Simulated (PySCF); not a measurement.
These are B3LYP-D3(BJ)/def2-TZVP in PySCF values and carry that method's errors. Gas-phase values, no solvent. One relaxed conformer stands for a flexible species; it need not be the lowest. B3LYP has the VWN-RPA correlation part, as in Gaussian. Excitations are Tamm–Dancoff values on a coarser integration grid. The basis has no diffuse functions, so Rydberg states are missing or too high.

Reference species (SMILES): `S[Si](S)(S)S` (neutral, multiplicity 1).

The HOMO–LUMO gap is 6.63 eV and the S1 oscillator strength comes out as 0.009. The HOMO is -7.35 eV and the S1–T1 gap (TDA) is 0.40 eV.

Changed species: `[Si](Br)(S)(Br)Br` (H–S–Si–Br torsion 60°) (1 of 4 Br replaced by SH; the reference has 4 of 4 Br replaced by SH).

**Question.** What does the change do to the HOMO–LUMO gap, S1 oscillator strength, HOMO and S1–T1 gap (TDA)?

**Answer.** the HOMO–LUMO gap falls by 0.58 eV, to 6.05 eV; the S1 oscillator strength hardly moves; the HOMO decreases by 0.45 eV, to -7.80 eV; the S1–T1 gap (TDA) falls by 0.09 eV, to 0.31 eV.
